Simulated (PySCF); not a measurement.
# Structure elucidation problem

An unknown has the formula C₅H₇F₃O₂. Its calculated NMR data are:

1H NMR (300 MHz, computed): δ 3.50 (m, 1H), 3.41 (m, 1H), 3.39 (m, 1H), 3.38 (m, 1H), 3.35 (m, 1H), 3.35 (m, 1H), 3.25 (m, 1H).

13C{1H} NMR (computed): δ 110.8 (C), 66.3 (CH), 61.3 (CH2), 60.6 (CH2), 58.5 (CH2).

[PySCF 2.14.0 with density-fitted response routines: geometry from PBE0-D3(BJ)/def2-SVP; shieldings: GIAO HF/pcSseg-1; isolated molecule; averaged over atoms made equivalent by symmetry, fast rotation or ring inversion; one conformer; non-relativistic Hamiltonian]

References, each an isolated molecule treated in the same way: 1H (σ = 31.69 ppm), 13C (σ = 190.85 ppm) against TMS.

Deduce the structure.

## Answers


1. The formula gives 1 degree of unsaturation (1 ring in the answer).
2. 5 carbon signals for 5 carbons: no two carbons are equivalent.
3. Carbon types of the structure: 1 × C, 1 × CH, 3 × CH2, which accounts for all hydrogens.
4. δC 110.8: CF3 carbon; 3 electronegative neighbours deshield it.
5. δC 66.3: sp3 CH bonded to O; pulled downfield by the heteroatom.
6. δC 61.3, 60.6, 58.5: sp3 CH2 bonded to O; deshielded by the electronegative neighbour.
7. δH 3.50, 3.41, 3.39, 3.35, 3.35, 3.25: hydrogen on an sp3 CH2 bonded to O; its carbon carries O, which withdraws density.
8. δH 3.38: hydrogen on an sp3 CH bonded to O; its carbon carries O, which withdraws density.

Structure: SMILES FC(F)(F)[C@H]1COCCO1.

The data come from this structure; uniqueness wasn't tested.

Splittings by 19F in the carbon and heteronuclear signals aren't shown, as no couplings were computed. Shifts are as computed. Against solution values, carbons near 30 ppm lie about -0 ppm off and those near 130 ppm about +7 ppm. Of 1211 compounds with measured shifts, 218 miss one by over three times the rms of a fit or turn the order of signals round; such compounds aren't used in these exercises. Multiplicities follow the n + 1 count of equivalent neighbours, as no J values were calculated; m marks all less simple cases, F and P coupling included.
